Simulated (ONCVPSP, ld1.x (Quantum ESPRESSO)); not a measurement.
**Potentials for In (Z = 49) compared**

Generated with ld1.x 7.5 (TM, RRKJ, ultrasoft, PAW), atompaw 4.2 or ONCVPSP 4.0.1. The cutoff is in Ry: for ld1.x and atompaw files where the sum of valence levels is converged to 10 mRy in a Bessel basis, for ONCV files where the hardest occupied wave has 1 mHa per electron of residual kinetic energy. The error is the largest all-electron minus pseudo excitation energy over each file’s own four to seven test configurations (ionisations up to +4, promotions, holes and added fractions of an electron), all of which were solved. The labels leave out finer settings (local radius, basis sizes, second energies), which also bear on the numbers. Spin-polarised tests are not counted. The rows are a selection from randomly drawn settings: files with unsolved tests, undetermined cutoffs or missed reference levels are left out.

A true bound ghost makes a file unfit for plane-wave use even where its test errors are small: the radial tests pick states by their node count and pass the ghost by.

```csv
potential,cutoff (Ry),largest error (meV),bound ghosts
"PAW, PBE, scalar-relativistic, rc 2.35/3.20/1.35 (spd), local smoothed, core correction yes, reference 4d10 5s1.75 5p1.25",70,-172,s
"ONCV, PBE, scalar-relativistic, rc 1.55/1.50/1.65 (spd), local smoothed, core correction yes, reference 4s2 4p6 4d10 5s2 5p0.5, qcut 5.9/8.4/10.9, projectors 2/2/2",74,-24,none
"ONCV, PBE, scalar-relativistic, rc 1.55/1.25/1.30 (spd), local smoothed, core correction yes, reference 4s2 4p6 4d10 5s2 5p0.5, qcut 9.6/11.3/10.4, projectors 2/2/1",82,-16,none
"TM, PBE, scalar-relativistic, rc 1.85/2.50 (sp), local s, core correction yes, reference 5s2 5p1",18,-212,none
"ONCV, PBE, scalar-relativistic, rc 2.30/2.30 (sp), local p, core correction yes, reference 5s2 5p1, qcut 3.1/3.6, projectors 2/0",9,-318,none
```

Fill in the row for In: ultrasoft, PBE, scalar-relativistic, rc 2.25/2.50 (sp), local smoothed, core correction no, reference 5s2 5p1.

cutoff 6 Ry, largest error +137 meV, bound ghosts: none.

Fill in the row for In: ONCV, PBE, non-relativistic, rc 1.35/1.65/1.35 (spd), local d, core correction yes, reference 4s2 4p6 4d10 5s2 5p0.5, qcut 11.6/9.7/12.4, projectors 2/2/0.

cutoff 87 Ry, largest error -0.5 meV, bound ghosts: none.
